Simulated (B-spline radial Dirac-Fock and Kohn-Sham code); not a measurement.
## The Cl-like isoelectronic sequence (17 electrons), Z = 37 to 52

These are calculated numbers from a radial finite-basis atomic code; the model is Dirac-Fock (average of configuration) total-energy differences with a finite nucleus, the Breit interaction including its frequency dependence, and self-energy and vacuum-polarisation corrections. Binding energies in eV, tabulated ground configurations ([Ne] 3s2 3p5 throughout). Correlation and solid-state effects are left out.

```tsv
ion	1s	2p1/2	3s	outermost level	NIST ionisation energy
Rb²⁰⁺	16040.9	2693.0	992.7	911.5 (3p)	905.3 ± 1
Sr²¹⁺	17006.7	2893.9	1074.6	989.2 (3p)	982.1 ± 1.1
Zr²³⁺	19029.0	3318.7	1248.3	1154.0 (3p)	1144.7 ± 1.2
Nb²⁴⁺	20085.8	3542.5	1340.1	1241.2 (3p)	1230.6 ± 1.3
Mo²⁵⁺	21173.3	3774.2	1435.3	1331.5 (3p)	1319.6 ± 1.4
Tc²⁶⁺	22291.7	4013.6	1533.8	1425.0 (3p)	1411.6 ± 1.5
Ru²⁷⁺	23441.2	4260.9	1635.7	1521.7 (3p)	1506.7 ± 1.6
Rh²⁸⁺	24622.1	4516.2	1740.9	1621.6 (3p)	1604.9 ± 1.7
Pd²⁹⁺	?	?	?	?	?
Ag³⁰⁺	27078.8	5050.8	1961.8	1830.9 (3p)	1810.5 ± 1.9
Cd³¹⁺	28355.2	5330.2	2077.4	1940.5 (3p)	1917.9 ± 2
In³²⁺	29663.9	5617.9	2196.5	2053.2 (3p)	2028.5 ± 2.1
Sn³³⁺	31005.2	5913.9	2319.1	2169.2 (3p)	2142.1 ± 2.1
Sb³⁴⁺	32379.3	6218.3	2445.3	2288.5 (3p)	2266 ± 5
Te³⁵⁺	33786.6	6531.1	2575.0	2411.0 (3p)	2386 ± 5
```

Q: Fill in the row of Pd²⁹⁺.

A: 1s 25834.5, 2p1/2 4779.4, 3s 1849.6, outermost 1724.6 (3p), NIST 1706.2 ± 1.8 eV.

NIST's values are for the lowest levels; a dash marks a value that is missing or belongs to another shell. Their kind here: semi-empirical, theoretical. Where a p, d or f shell is open in either ion the computed value averages over both j values and all terms, while the table refers to the lowest levels; that difference holds spin-orbit splitting (largest in heavy or highly charged ions), term energies where several electrons share open shells, and correlation, and it can reach 10 % or more.
